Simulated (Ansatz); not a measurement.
# Abstraction of Cl: CH2BrCl + BCl2 → CH2Br + BCl3

Species: CH2BrCl (bromochloromethane) `ClCBr`, singlet; BCl2 `Cl[B]Cl`, doublet; CH2Br `[CH2]Br`, doublet; BCl3 `ClB(Cl)Cl`, singlet. A radical takes Cl: the energy is the difference in strength between the C–Cl bond broken and the B–Cl bond made.

Shapes, held fixed at every level: PBE0-D4/def2-TZVP. Programs: Ansatz 0.2.0. The zero-point and thermal change to 298 K, harmonic and unscaled (PBE0-D4/def2-TZVP), is -7.0 kJ/mol.

(1) Estimate ΔH(298 K) of this reaction.

## Answers

(1) The highest level, CCSD(T)/def2-TZVPP, gives ΔH(298 K) = -165.2 kJ/mol; the levels span -193.7 to -164.3. The column of differences is taken from that level and isn't an error. No measured value is set beside it here. Open shells run unrestricted. Relativity is left out for Br. Outer-core shells of Br are correlated, in sets that cover them unevenly.

```
                level                   kind  ΔH(298 K) (kJ/mol)  less CCSD(T)/def2-TZVPP
          HF/def2-SVP           Hartree–Fock              -193.7                    -28.5
        HF/def2-TZVPP           Hartree–Fock              -172.7                     -7.5
 r2SCAN-D4/def2-TZVPP               meta-GGA              -166.4                     -1.2
  B3LYP-D4/def2-TZVPP          global hybrid              -164.3                     +0.9
r2SCAN0-D4/def2-TZVPP          global hybrid              -169.6                     -4.4
     CCSD(T)/def2-SVP  coupled cluster or CI              -183.1                    -17.9
      CCSD/def2-TZVPP  coupled cluster or CI              -167.3                     -2.1
   CCSD(T)/def2-TZVPP  coupled cluster or CI              -165.2                      0.0
```
